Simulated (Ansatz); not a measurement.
Computed with Ansatz on PBE0-D4/def2-TZVP structures; ΔE is electronic, products minus reactants. CCSD(T)/CBS adds triple-zeta CCSD(T) − MP2 to the extrapolated MP2 energy (def2 sets, frozen cores). Functionals use def2-TZVPP. Elements past krypton have def2 core potentials. For Sn outer-core shells are correlated without core-valence functions, which leaves a few kJ/mol of doubt a bond. One conformer a species, not always the lowest.

`[CH3][SnH2][F]` + `C=CCCl` → `[CH3][SnH2][CH2]Cl` + `C=CF`  (formal exchange of groups at the Sn–F bond)

```csv
level,ΔE (kcal/mol)
r2SCAN,30.9
CCSD/def2-TZVPP,30.2
```

(1) What does CCSD(T)/CBS give? (An estimate is asked.)

Largest T1 diagnostic among the species: 0.013.

Results:

(1) Ansatz gave: +31.5 kcal/mol. The listed levels differ from it by -0.6, -1.3 kcal/mol.

In def2-TZVPP, CCSD(T) changes the Hartree–Fock value by −3.8 kcal/mol (the triples alone add −0.4 kcal/mol) and MP2 by −2.5 kcal/mol.
